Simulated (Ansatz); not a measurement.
Worked example: C2H5BrMg + SnH3 → C2H5Mg + SnH3Br

Species: C2H5BrMg `C[CH2][Mg][Br]`, singlet; SnH3 `[SnH3]`, doublet; C2H5Mg `C[CH2][Mg]`, doublet; SnH3Br `[Br][SnH3]`, singlet. A radical takes Br: the energy is the difference in strength between the Mg–Br bond broken and the Sn–Br bond made.

Shapes, held fixed at every level: PBE0-D4/def2-TZVP. Programs: Ansatz 0.2.0. The zero-point and thermal change to 298 K, harmonic and unscaled (PBE0-D4/def2-TZVP), is +1.7 kJ/mol.

At CCSD(T)/def2-TZVPP; 1 Eh = 2625.50 kJ/mol:

| species | energy (Eh) |
| --- | --- |
| C2H5BrMg | -2851.664364 |
| SnH3 | -215.393642 |
| C2H5Mg | -278.841500 |
| SnH3Br | -2788.186363 |

Work out ΔH(298 K) of the reaction at this level.


1. Products less reactants: (-278.841500) + (-2788.186363) − [(-2851.664364) + (-215.393642)] = 0.030143 Eh = +79.1 kJ/mol.
2. With the thermal change: +79.1 + (+1.7) = +80.8 kJ/mol.

Other levels give +62.3 (SPW92/def2-TZVPP) to +96.9 kJ/mol (CCSD/def2-SVP). No measured value is set beside it here. Open shells run unrestricted unless RO is named. For atoms past krypton def2 sets carry core potentials with scalar relativity. Relativity is left out for Br unless named. Correlated rows may include outer-core shells of Br, Mg, Sn, which these sets cover unevenly.
